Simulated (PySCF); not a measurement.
Excitation energy of I(2+) by level of theory

I(2+) [Kr] 4d10 5s2 5p3 (4S) → I(2+) [Kr] 4d10 5s1 5p4 (4P), as a difference of total energies. All numbers are calculated (PySCF 2.14, scalar relativity through the core potential, in aug-cc-pV5Z-PP with ECP28MDF). Correlated levels: valence: 4s2 4p6 4d10 frozen. The calculations carry no spin-orbit coupling.

```csv
method,excitation energy (eV)
UHF,11.109
LDA,11.718
PBE,11.544
PBE0,11.482
r2SCAN,11.295
BHandHLYP,11.505
B2PLYP,11.344
B3LYP,11.562
MP2 (valence),11.036
SCS-MP2 (valence),11.023
```

**Question.** How much does correlation contribute at MP2 (valence)?

**Answer.** 11.036 − (11.109) = -0.073 eV, measured against UHF.
